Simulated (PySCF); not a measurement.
C₅H₈N₂SSi.
Numbering: `[NH2:1][c:2]1[cH:3][cH:4][cH:5][n:6][c:7]1[S:8][SiH3:9]`

Geometry (GFN2-xTB, Å), atoms numbered from 1 in this order:
```xyz
17
C5H8N2SSi angstrom
N     -0.8290    2.4575   -0.5733
C     -0.8068    1.1003   -0.4224
C     -1.9043    0.2845   -0.6691
C     -1.8286   -1.0833   -0.4169
C     -0.6549   -1.6142    0.0712
N      0.4044   -0.8425    0.3006
C      0.3500    0.4601    0.0696
S      1.8501    1.2219    0.4229
Si     2.4916   -0.8237    0.9694
H     -1.5354    2.8572   -1.1667
H      0.0659    2.9200   -0.5554
H     -2.8142    0.7202   -1.0553
H     -2.6782   -1.7198   -0.6047
H     -0.5306   -2.6647    0.2857
H      3.8731   -0.4511    1.3484
H      2.6670   -1.6078   -0.2434
H      1.8729   -1.2024    2.2296
```

Definitions: NICS(0) = −σiso at the ring centroid; NICS(1) = −σiso and NICS(1)zz = −σzz at ±1 Å along the ring normal z. Level: GIAO PBE0/pcSseg-1 (PySCF, non-relativistic, gas phase) on the GFN2-xTB geometry, one conformer.

Ring bond lengths (Å), with Mayer bond orders in brackets: C2–C3 1.389 (1.38), C3–C4 1.393 (1.41), C4–C5 1.378 (1.45), C5–N6 1.330 (1.37), N6–C7 1.324 (1.28), C7–C2 1.411 (1.16).

Q: What do the NICS probes read (ppm)?

A: 
```csv
ring,type,NICS(0),"NICS(1), two faces","NICS(1)zz, two faces",rms pucker (Å),"centre to ring atoms, mean (Å)"
C2–C3–C4–C5–N6–C7,6-membered ring with N; formal bonds all aromatic,-7.4,-9.7 / -9.5,-22.4 / -22.0,0.00,1.37
```

Q: What can be read from them?

A: 
- C2–C3–C4–C5–N6–C7: mean NICS(1)zz -22.2 ppm, shielded. For a flat ring without four-coordinate atoms the NICS criterion counts such a value as aromatic.

Q: And the bond-length index? Use HOMA with the parameters of Krygowski (1993).

A: 
- C2–C3–C4–C5–N6–C7: HOMA 0.97; the largest term is that of C7–C2, α(R − Ropt)² = 0.13. The geometric and the magnetic index point the same way.

Time: 95 s wall (grids of density and orbitals included); peak memory 0.93 GiB. Hardware: one thread of an Arm Neoverse N1, shared host with 64 logical CPUs at a one-minute load of 60. This is the whole shielding run at PBE0/pcSseg-1, SCF included.
